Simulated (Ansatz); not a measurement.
System: sum formula Si$_{2}$H$_{3}$Cl$_{2}$, charge 0, multiplicity 2. It need not be the lowest isomer of its formula. 
Coordinates optimised at B3LYP-D3(BJ)/def2-TZVP (Ansatz, a quantum-chemistry and plane-wave program):
```xyz
7

Si    -2.1312    -0.1421     0.0656
Si     0.1286     0.0627    -0.5894
Cl     1.1597    -1.6247     0.0447
Cl     0.9461     1.7222     0.3542
H     -2.2269    -0.2843     1.5373
H     -2.8450     1.0748    -0.3812
H     -2.6910    -1.3371    -0.6042
```
Charge 0, spin multiplicity 2.

Dipole moments at this geometry, in debye (magnitudes).

| level | program | dipole (D) |
|---|---|---|
| PBE/def2-TZVPD | Ansatz | 1.52 |
| BLYP/def2-TZVPD | Ansatz | 1.54 |
| revPBE/def2-TZVPD | Ansatz | 1.50 |
| B3LYP/def2-TZVPD | Ansatz | ___ |
| PBE0/def2-TZVPD | Ansatz | 1.66 |
| BHLYP/def2-TZVPD | Ansatz | 1.80 |
| r2SCANh/def2-TZVPD | Ansatz | 1.61 |
| HSE06/def2-TZVPD | Ansatz | 1.65 |
| CAM-B3LYP/def2-TZVPD | Ansatz | 1.76 |
| LC-wPBE/def2-TZVPD | Ansatz | 1.77 |
| wB97M-V/def2-TZVPD | Ansatz | 1.68 |
| wB97X-V/def2-TZVPD | Ansatz | 1.73 |
| CCSD(T)/aug-cc-pV(D+d)Z | Ansatz | ___ |

Task: What belongs in the gaps?

Result: 
- B3LYP/def2-TZVPD, dipole (D): 1.66
- CCSD(T)/aug-cc-pV(D+d)Z, dipole (D): 1.62
